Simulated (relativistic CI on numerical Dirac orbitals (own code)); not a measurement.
**Ti⁴⁺: L2,3 absorption edge**

Computed with this model: Dirac-Coulomb-Breit CI, KLI orbitals optimised for each configuration, model QED, multiplet model of core-to-valence dipole absorption, unscaled Slater integrals; configurations [Ne] 3s2 3p6 → [He] 2s2 2p5 3s2 3p6 3d; 300 K; Lorentzian 0.6 eV and Gaussian 0.3 eV FWHM. Energies are those of the free ion, without screening or charge transfer. The branching ratio is the share of the lower-energy edge in the whole absorption, uncertain by about 0.02 where the edges overlap. S is read from ⟨S²⟩ = S(S + 1).

Field parameters in Wybourne normalisation: D4h B²₀ = −7Ds, B⁴₀ = 21(Dq − Dt), B⁴₄ = 21√(5/14) Dq. The field is a parameter set, without covalency.

free ion: ground-state S = 0.00, centroid 469.11 eV, branching ratio 0.299. Peaks (eV, height): 465.2 (42), 470.8 (100).

D4h, 10Dq = 15600, Ds = -1500, Dt = -350 cm⁻¹: ground-state S = 0.00, centroid 469.11 eV. Peaks (eV, height): 463.1 (12), 464.5 (9), 465.6 (36), 468.4 (27), 469.7 (16), 471.2 (100).

D4h, 10Dq = 15600, Ds = -860, Dt = -350 cm⁻¹: ground-state S = 0.00, centroid 469.11 eV. Peaks (eV, height): 463.0 (11), 465.6 (36), 468.4 (28), 469.7 (10), 471.2 (100).

D4h, 10Dq = 15600, Ds = -210, Dt = -350 cm⁻¹: ground-state S = 0.00, centroid 469.11 eV. Peaks (eV, height): 463.0 (10), 465.6 (36), 468.4 (26), 471.2 (100).

D4h, 10Dq = 15600, Ds = 1710, Dt = -350 cm⁻¹: ground-state S = 0.00, centroid 469.11 eV. Peaks (eV, height): 463.3 (9), 465.7 (36), 468.5 (21), 471.4 (100).

D4h, 10Dq = 15600, Ds = 2360, Dt = -350 cm⁻¹: ground-state S = 0.00, centroid 469.11 eV. Peaks (eV, height): 462.6 (6), 463.4 (10), 465.8 (34), 468.0 (18), 468.7 (18), 469.2 (17), 470.9 (66), 471.5 (100).

The statistical ratio of this edge is 2/3 = 0.667. Values above it arise where the holes sit mainly in the j = l + 1/2 valence subshell or the ground state has high spin; values below it where core-valence Coulomb terms move weight to the upper edge, as in nearly empty shells.

Strongest unbroadened transitions for D4h, 10Dq = 15600, Ds = -210, Dt = -350 cm⁻¹:

```
Energy (eV)  Relative strength
     460.63                0.7
     460.71                0.4
     461.62                0.5
     461.63                1.1
     462.15                0.0
     462.86                2.4
     462.89                5.0
     463.08                2.9
     463.23                3.8
     464.38                0.6
     465.56               34.8
     465.68               16.1
     467.40                0.2
     468.37               21.6
     468.39               13.7
     469.53                1.0
     471.19              100.0
     471.34               48.4
```
